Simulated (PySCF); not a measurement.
C5H11FGeO.
Numbering: `[CH3:1][O:2][C@@H:3]1[CH2:4][GeH2:5][CH2:6][C@H:7]1[F:8]` (hydrogens: H9, H10, H11 on C1; H12 on C3; H13, H14 on C4; H15, H16 on Ge5; H17, H18 on C6; H19 on C7)

Cartesian coordinates in Å at the PBE0-D3(BJ)/def2-SVP level; atoms count from 1:
```
atom  x, y, z in Å
C1     2.4522   -0.2399    0.2560
O2     1.2653    0.4862    0.3669
C3     0.4123    0.4339   -0.7496
C4    -0.6586    1.4995   -0.5477
Ge5   -1.8977    0.6447    0.7267
C6    -1.1378   -1.1500    0.4045
C7    -0.2842   -0.9379   -0.8333
F8    -1.0978   -0.9063   -1.9540
H9     2.2969   -1.3350    0.2889
H10    3.0906    0.0373    1.1066
H11    2.9922    0.0003   -0.6803
H12    0.9899    0.6033   -1.6817
H13   -0.1994    2.4278   -0.1827
H14   -1.1800    1.7043   -1.4926
H15   -3.3756    0.7712    0.3129
H16   -1.7400    1.1160    2.1830
H17   -1.8785   -1.9429    0.2320
H18   -0.5044   -1.4432    1.2541
H19    0.4435   -1.7533   -0.9888
```

Computed, not measured: TDDFT CAM-B3LYP/def2-SVPD, vertical, gas phase, core orbitals frozen in the response in PySCF. The CAM-B3LYP/def2-SVPD calculation is non-relativistic and has no spin–orbit coupling, an omission that weighs most on germanium.

**Question.** List the vertical singlet excitations with oscillator strengths and describe the spectrum.

**Answer.** 

```tsv
state	λ (nm)	E (eV)	f	main configurations (H = HOMO, L = LUMO)
S1	169.9	7.30	0.024	H→L (83%)
S2	158.3	7.83	0.011	H-1→L (74%)
S3	155.9	7.95	0.065	H-1→L+1 (75%)
S4	155.2	7.99	0.0091	H→L+4 (59%), H→L+2 (9%)
S5	154.6	8.02	0.036	H→L+1 (59%), H→L+2 (11%), H-2→L+1 (9%)
S6	151.5	8.18	0.031	H→L+2 (30%), H→L+3 (15%)
S7	148.8	8.33	0.0051	H→L+5 (36%), H-2→L+1 (16%), H-1→L+2 (15%)
S8	148.1	8.37	0.0077	H-3→L+1 (29%), H-3→L+2 (12%), H-1→L+2 (11%)
S9	147.1	8.43	0.036	H→L+5 (24%), H-1→L+2 (20%), H-3→L+1 (11%)
S10	145.8	8.50	0.063	H-1→L+4 (19%), H-2→L (11%), H-1→L+2 (9%)
```

Triplets (Tamm–Dancoff): T1 7.15 eV, H→L (76%); T2 7.22 eV, H-1→L+1 (56%), H-1→L+2 (20%); T3 7.61 eV, H→L+4 (36%), H-1→L (26%); T4 7.65 eV, H-1→L (24%), H-2→L+1 (19%), H→L+2 (10%).

The lowest singlet comes at 170 nm (704 kJ/mol) in the vacuum ultraviolet; it is weak; its leading configuration is HOMO→LUMO (83%). The largest oscillator strength of a single state is 0.065. Löwdin shares by element: HOMO oxygen 46%, carbon 28% or more (atoms not listed hold the other 27%); LUMO germanium 17%, carbon 15% or more, hydrogen 13% or more (atoms not listed hold the other 55%). The oscillator strengths of these states sum to 0.288; summed over the whole spectrum of an exact calculation they would give the number of electrons, 90 (Thomas–Reiche–Kuhn). Orbital energies (eV): HOMO-3 -10.39, HOMO-2 -10.09, HOMO-1 -9.41, HOMO -9.10, LUMO 1.11, LUMO+1 1.45, LUMO+2 1.55. Weighted by f, the mean energy of these states is 8.13 eV. The vertical ionisation energy (ΔSCF) is 9.81 eV, 1.30 eV above S10. Only the lowest 10 singlets were computed, as vertical energies without vibronic structure.

One conformer stands for the species.
